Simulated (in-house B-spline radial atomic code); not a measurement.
Inner levels of thallium as electrons are removed. A shift is the extra binding of the orbital against the neutral atom ([Xe] 4f14 5d10 6s2 6p1). Computed with a radial B-spline atomic code at the basis-set limit: non-relativistic Hartree-Fock, average of the configuration, point nuclei.

This level leaves out relativity, spin-orbit splitting included, which matters for heavy ions.

| ion | configuration | shift of 1s (eV) | radius of 1s (bohr) | Σ<r²> (bohr²) | change of density at nucleus (bohr⁻³) |
| --- | --- | --- | --- | --- | --- |
| Tl65+ | [Ne] 3s2 3p4 | 5281.14 | 0.018681 | 0.25886 | 211.41 |
| Tl66+ | [Ne] 3s2 3p3 | 5485.15 | 0.018679 | 0.22318 | 401.47 |
| Tl67+ | [Ne] 3s2 3p2 | 5690.91 | 0.018677 | 0.18808 | 593.76 |
| Tl68+ | [Ne] 3s2 3p1 | 5898.41 | 0.018675 | 0.15356 | 788.27 |
| Tl69+ | [Ne] 3s2 | 6107.66 | 0.018672 | 0.1196 | 985.02 |
| Tl70+ | [Ne] 3s1 | 6301.19 | 0.018672 | 0.082352 | -4078.54 |
| Tl71+ | [He] 2s2 2p6 | 6496.1 | 0.018671 | 0.045611 | -9228.52 |
| Tl72+ | [He] 2s2 2p5 | 6976.25 | 0.018661 | 0.040094 | -8713.62 |
| Tl73+ | [He] 2s2 2p4 | 7460.51 | 0.018652 | 0.034695 | -8192.9 |
| Tl74+ | [He] 2s2 2p3 | 7948.86 | 0.018642 | 0.029411 | -7666.38 |
| Tl75+ | [He] 2s2 2p2 | 8441.3 | 0.018632 | 0.02424 | -7134.01 |
| Tl76+ | [He] 2s2 2p1 | 8937.81 | 0.018621 | 0.019178 | -6595.83 |
| Tl77+ | [He] 2s2 | 9438.4 | 0.018611 | 0.014222 | -6051.8 |
| Tl78+ | [He] 2s1 | 9867.59 | 0.01861 | 0.0075259 | -25939.7 |
| Tl79+ | 1s2 | 10299.4 | 0.018605 | 0.00092356 | -46138.9 |
| Tl80+ | 1s1 | 11672.4 | 0.018519 | 0.00045725 | -212522 |
